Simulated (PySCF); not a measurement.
PySCF 2.14 output of an unrestricted LDA calculation on a single atom or ion in aug-cc-pVQZ-DK (8s7p5d3f2g, 93 functions), with scalar relativity by spin-free X2C-1e:

```
SCF conv_tol = 1e-09
number electrons alpha = 19  beta = 15
    P. A. M. Dirac.,  Math. Proc. Cambridge Philos. Soc. 26, 376 (1930)
    F. Bloch.,  Z. Phys. 57, 545 (1929)
    S. H. Vosko, L. Wilk, and M. Nusair.,  Can. J. Phys. 58, 1200 (1980)
cycle= 1 E= -2425.52287173707  delta_E= -0.0163  |g|= 0.186  |ddm|= 2.81
cycle= 2 E= -2425.52381843512  delta_E= -0.000947  |g|= 0.158  |ddm|= 0.918
cycle= 3 E= -2425.5266287531  delta_E= -0.00281  |g|= 0.0087  |ddm|= 0.555
cycle= 4 E= -2425.52666227522  delta_E= -3.35e-05  |g|= 0.000443  |ddm|= 0.0639
cycle= 5 E= -2425.52666244008  delta_E= -1.65e-07  |g|= 2.67e-05  |ddm|= 0.00308
cycle= 6 E= -2425.52666244061  delta_E= -5.29e-10  |g|= 2.57e-06  |ddm|= 0.000124
converged SCF energy = -2425.52666244061  <S^2> = 6.0029235  2S+1 = 5.0011693
```

The run itself started from symmetry-adapted Hartree-Fock orbitals and held the occupation by maximum overlap, on a logarithmic radial grid, so the iterations belong to that start.

Which element, charge and spin multiplicity is this?

Se (selenium, neutral), multiplicity 5; the state was [Ar] 3d10 4s1 4p4 4d1, one real determinant (an excited configuration).

⟨L²⟩ = 8.01 against 12 for a pure F term, so this real determinant mixes terms. The outer electron is Rydberg-like, and this basis confines it to a smaller radius and binds it less than a complete one would. At LDA the highest occupied level has a positive energy, so only the finite basis holds that electron; for this excited configuration the basis is too tight for the outer shell.
